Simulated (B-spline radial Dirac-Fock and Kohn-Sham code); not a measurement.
# X-ray form factors of bromine in several charge states

Calculated with a radial finite-basis atomic code, using relativistic Hartree-Fock (Dirac-Fock) wave functions, averaged over the configuration.

Configurations: Br³⁺ [Ar] 3d10 4s2 4p2; Br⁴⁺ [Ar] 3d10 4s2 4p1; Br⁵⁺ [Ar] 3d10 4s2; Br⁶⁺ [Ar] 3d10 4s1. The first column is f₀ of Br³⁺, the others are differences from it.

| s (Å⁻¹) | Br³⁺ | Δ Br⁴⁺ | Δ Br⁵⁺ | Δ Br⁶⁺ |
| --- | --- | --- | --- | --- |
| 0 | 32.000 | -1.000 | -2.000 | -3.000 |
| 0.05 | 31.636 | -0.924 | -1.860 | -2.811 |
| 0.1 | 30.620 | -0.727 | -1.488 | -2.305 |
| 0.15 | 29.147 | -0.476 | -1.008 | -1.635 |
| 0.2 | 27.445 | -0.243 | -0.547 | -0.970 |
| 0.25 | 25.701 | -0.073 | -0.195 | -0.431 |
| 0.3 | 24.024 | +0.026 | +0.023 | -0.067 |
| 0.35 | 22.457 | +0.066 | +0.123 | +0.131 |
| 0.4 | 20.999 | +0.068 | +0.143 | +0.205 |
| 0.45 | 19.631 | +0.053 | +0.120 | +0.201 |
| 0.5 | 18.339 | +0.034 | +0.081 | +0.160 |
| 0.6 | 15.946 | +0.003 | +0.013 | +0.057 |
| 0.7 | 13.816 | -0.010 | -0.020 | -0.011 |
| 0.8 | 11.983 | -0.011 | -0.026 | -0.037 |
| 0.9 | 10.468 | -0.009 | -0.021 | -0.038 |
| 1 | 9.256 | -0.005 | -0.012 | -0.027 |
| 1.1 | 8.310 | -0.002 | -0.006 | -0.016 |
| 1.2 | 7.581 | 0.000 | -0.001 | -0.006 |
| 1.4 | 6.575 | +0.001 | +0.002 | +0.004 |
| 1.6 | 5.914 | 0.000 | +0.001 | +0.004 |
